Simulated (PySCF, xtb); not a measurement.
C2H3BrF2, SMILES CC(F)(F)Br. Atoms are numbered in the order given.

```xyz
8

C     -1.2971     1.4466     0.0000
C      0.0662     0.8211     0.0000
F      0.7656     1.1897     1.0770
F      0.7656     1.1897    -1.0770
Br    -0.0435    -1.1384     0.0000
H     -1.8511     1.1425     0.8961
H     -1.8511     1.1425    -0.8961
H     -1.1689     2.5394     0.0000
```

Geometry: PBE0-D3(BJ)/def2-SVP.

Level of theory: IEF-PCM-M06-2X/def2-SVP in PySCF.

The values are the electrostatic part of the solvation free energy, E(continuum) − E(gas) at the gas-phase geometry, in a cavity of scaled van der Waals radii (PySCF's table); cavitation and dispersion terms are not included. In vacuum the orbital gap is 10.45 eV. The dipole moment in vacuum is 2.20 D.

Computed values in water (ε = 78.36), chlorobenzene (ε = 5.70), dimethylsulfoxide (ε = 46.83):
```tsv
solvent	ε	ΔG(elec) (kcal/mol)	dipole (D)	gap (eV)
water	78.36	-2.8	2.69	10.55
chlorobenzene	5.70	-2.2	2.57	10.53
dimethylsulfoxide	46.83	-2.8	2.68	10.55
```

For comparison, GFN2-xTB/ALPB(water) (xtb, at the GFN2-xTB geometry, all terms of that model) gives -1.7 kcal/mol.
